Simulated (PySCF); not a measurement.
H2INSe, SMILES N[Se]I. Atoms are numbered in the order given.

```xyz
5

Se     0.4433    -1.3477     0.0000
I     -0.0676     1.2311     0.0000
N     -1.1530    -2.1799     0.0000
H     -1.7107    -2.0835     0.8464
H     -1.7107    -2.0835    -0.8464
```

The structure is a stationary point at B3LYP-D3(BJ)/def2-SVP. The def2 effective core potentials stand for the cores of I; spin–orbit coupling is left out. One conformer was computed; it need not be the lowest.

Calculation: HF/def2-TZVPD (PySCF).

Mulliken values depend strongly on the basis, most of all with diffuse functions as here. ESP charges are fitted to the potential on shells at 1.4 to 2.0 van der Waals radii. Atomic charges (e):

```
atom  Mulliken  ESP fit
----  --------  -------
Se1       0.10        ?
I2       -0.16        ?
N3       -0.44        ?
H4        0.25        ?
H5        0.25        ?
```

Fill in the missing entries. (Estimate from the structure and the level; the computed values follow.)


- Se1, ESP fit: 0.13
- I2, ESP fit: -0.14
- N3, ESP fit: -0.66
- H4, ESP fit: 0.34
- H5, ESP fit: 0.34
